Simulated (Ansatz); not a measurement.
Cost and result for the atomization energy of C₃H₈BFO (`CCOB(C)F`) (14 atoms, 13 bonds).

```
atom    x (Å)    y (Å)    z (Å)
  C1  -1.2724  -1.3066   1.1603
  C2   0.0911  -1.3447   0.5130
  O3   0.6068  -0.0293   0.3383
  B4   0.4366   0.6664  -0.8028
  C5   0.9931   2.1150  -0.9692
  F6  -0.2275   0.0944  -1.8215
  H7  -1.2326  -0.7710   2.1109
  H8  -1.6276  -2.3221   1.3513
  H9  -1.9967  -0.8093   0.5115
 H10   0.8063  -1.8696   1.1503
 H11   0.0483  -1.8631  -0.4486
 H12   1.5108   2.4666  -0.0771
 H13   0.1804   2.8106  -1.1997
 H14   1.6835   2.1627  -1.8168
```

Total charge 0; spin multiplicity 1. The geometry is a stationary point of PBE0-D4/def2-TZVP. It is one conformer, not always the lowest. Program: Ansatz. All runs use 2 threads of an AMD EPYC 7R13 on a shared host and a share of an NVIDIA H100 80 GB. Times are those of one run each, without the atoms' runs, and a repeat can differ threefold. Electronic energies, without spin–orbit coupling; frozen cores. CCSD(T)/CBS adds CCSD(T) − MP2 in def2-TZVPP to the MP2 limit, and its time is that of the two runs behind it. T1 = 0.012. B3LYP takes the VWN-RPA correlation (the form of Gaussian; ORCA's B3LYP/G).

CCSD(T)/CBS is a level of theory with its own doubt, some kJ/mol a heavy atom from the limit and from the frozen cores, so smaller differences don't rank the functionals.

| level | functions | wall time |
| --- | --- | --- |
| r2SCAN-D4/def2-TZVPP (with forces) | 298 | 2.6 s |
| B3LYP-D4/def2-TZVPP (with forces) | 298 | 2.6 s |
| ωB97X-V/def2-TZVPP | 298 | 2.8 s |
| PBE-D4/def2-TZVPP (with forces) | 298 | 2.9 s |
| PBE0-D4/def2-TZVPP | 298 | 2.9 s |
| B2PLYP/def2-TZVPP | 298 | 3.1 s |
| ωB97M-V/def2-TZVPP (with forces) | 298 | 3.5 s |
| CCSD(T)/def2-TZVPP | 298 | 4 s |
| MP2/def2-QZVPP | 582 | 4.1 s |
| CCSD(T)/CBS(def2) | – | 8.2 s |

(1) What atomization energy does each give, and how far from CCSD(T)/CBS? (Estimate.)

Answers

(1) Ansatz gave: 
| level | atomization (kcal/mol) | difference from CCSD(T)/CBS | per bond |
| --- | --- | --- | --- |
| r2SCAN-D4/def2-TZVPP (with forces) | 1391.9 | 7.9 | 0.6 |
| B3LYP-D4/def2-TZVPP (with forces) | 1386.5 | 2.5 | 0.2 |
| ωB97X-V/def2-TZVPP | 1386.4 | 2.4 | 0.2 |
| PBE-D4/def2-TZVPP (with forces) | 1413.0 | 29.0 | 2.2 |
| PBE0-D4/def2-TZVPP | 1391.1 | 7.1 | 0.5 |
| B2PLYP/def2-TZVPP | 1375.2 | -8.8 | -0.7 |
| ωB97M-V/def2-TZVPP (with forces) | 1390.3 | 6.3 | 0.5 |
| CCSD(T)/def2-TZVPP | 1354.4 | -29.6 | -2.3 |
| MP2/def2-QZVPP | 1396.7 | 12.7 | 1.0 |
| CCSD(T)/CBS(def2) | 1384.0 | 0.0 | 0.0 |

The D4 term adds +8.6 kcal/mol with B3LYP and +4.5 kcal/mol with PBE0; it sums over pairs of atoms, weighted by their polarisabilities, and B3LYP, whose exchange is more repulsive, gets the larger term. In def2-TZVPP, CCSD(T) changes the Hartree–Fock value by +303.3 kcal/mol (the triples alone add +17.1 kcal/mol) and MP2 by +328.1 kcal/mol; breaking electron pairs costs correlation energy, which Hartree–Fock lacks. From PBE to PBE0 (25 % exact exchange), in def2-TZVPP and without D4, the atomization energy moves by −21.1 kcal/mol: exact exchange takes away binding that semilocal exchange gives to molecules.
